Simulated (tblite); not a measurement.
Level: GFN2-xTB in tblite, geometry and Hessian alike; calculated harmonic values, unscaled, isolated species. This tight-binding method is rough: wavenumbers can miss measured ones by several per cent, in bad cases by 10 to 20. Modes of hydrogen on phosphorus can be 10 to 20 % off. One conformer each. Thermal functions are those of the rigid rotor and harmonic oscillator, without mixing of conformers.

Question: Order these by their ideal-gas entropy at 200 K and 1 bar, highest first (J/(mol K)).
A. `CSc1ccccc1`
B. `CO[C@@H]1CCC[P@]1(C)=O`
C. `C[C@@H]1CCCCP1C`
D. `C(C)(CC)(PC=C)C`
E. `CC[P@@+]1(C)[C@@H]([C@H](C)C1)C`
F. `[P@@H+](C)(CCC#N)C=C`
G. `CC[C@@H](C)[P@H+]1C[C@H](C)C1`

Answer: E (385.2), G (380.9), D (371.1), F (367.6), B (360.3), C (336.2), A (326.1).

```
                       SMILES  atoms  mass (u)  symmetry number  modes under 300 cm⁻¹  ZPE (kJ/mol)  S translation (J/(mol K))  S rotation  S vibration      S     Cp
 CC[P@+]1(C)C[C@@H](C)[C@H]1C     27    145.11                1                    12         628.7                      162.6       118.8        103.7  385.2  148.9
CC[C@@H](C)[P@H+]1C[C@H](C)C1     27    145.11                1                    10         628.1                      162.6       119.8         98.4  380.9  141.3
                C=CPC(C)(C)CC     23    130.09                1                     9         522.8                      161.3       117.1         92.7  371.1  134.8
            C=C[P@H+](C)CCC#N     19    128.06                1                     9         395.5                      161.1       116.3         90.2  367.6  125.7
       CO[C@@H]1CCC[P@]1(C)=O     22    148.07                1                     9         480.1                      162.9       117.7         79.7  360.3  128.6
              C[C@@H]1CCCCP1C     23    130.09                1                     7         536.2                      161.3       115.7         59.2  336.2  116.2
                   CSc1ccccc1     16    124.03                1                     4         329.6                      160.7       114.8         50.6  326.1   93.7
```

Entropies and Cp are for 200 K and 1 bar.
